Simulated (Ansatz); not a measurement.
## Reading a saddle point

A first-order saddle point of SiNH₇F₂, closed shell, PBE0-D4/def2-TZVP, with one imaginary mode of 1048i cm⁻¹:

Si1  (-0.331, -0.676, 0.089)
H2  (1.153, -0.366, 0.795)
H3  (-0.089, -1.598, -1.040)
H4  (-0.474, -1.585, 1.274)
N5  (-1.679, 0.306, 0.353)
H6  (1.328, 0.933, -0.997)
F7  (0.221, 0.714, -1.176)
H8  (1.747, 0.143, 0.282)
F9  (2.340, 0.891, -0.498)
H10  (-2.301, 0.129, 1.120)
H11  (-1.916, 1.108, -0.202)
(Å)

Program: Ansatz 0.2.0. Basis: def2-TZVPP and def2-QZVPP. Cores are frozen in the correlated methods. Extrapolation: Hartree–Fock as exp(−7.88 √X), correlation as X^−2.97.

Question: Which contacts change along the imaginary mode, and what lies on either side? (A judgement: the text doesn't fix the answer.)

Answer: By the calculation: The step is SiNH₅ ([NH2][SiH3]) + HF + HF → SiNH₄F ([NH2][SiH2][F]) + HF + H₂, with the molecules in contact on both sides. Shortening one way: Si1–F7, H2–H8, H6–F9; lengthening the same way: Si1–H2, H6–F7, H8–F9.
```tsv
pair	one side (Å)	saddle (Å)	other side (Å)
Si1–F7	3.82	1.96	1.63
H2–H8	1.51	0.94	0.75
H6–F9	1.69	1.13	0.93
Si1–H2	1.52	1.67	4.12
H6–F7	0.94	1.14	1.75
H8–F9	0.94	1.23	2.53
```

Question: Which side is lower, and how far does the saddle lie above each? (To be estimated.)

Answer: Computed: The side with Si1–F7, H2–H8, H6–F9 short is lower by 29.12 kcal/mol; the saddle lies 57.53 kcal/mol above it and 28.41 kcal/mol above the other (CCSD(T) at an estimated basis limit (MP2 extrapolated from triple and quadruple zeta, plus CCSD(T) − MP2 in triple zeta); electronic energies).

No T1 diagnostic of these runs exceeds 0.012.

Labels in which every atom is bracketed show which atoms are joined, not bond orders.

For scale, one of the runs: CCSD(T)/def2-TZVPP, 233 basis functions, launched by `ansatz run in.yaml --threads 4 --pin off --events-out ev --progress --plain --max-ram 9574MiB`. Hardware: 4 CPU threads of an Intel Xeon, shared host. Wall time 2.3 min; peak host memory 4.3 GiB.
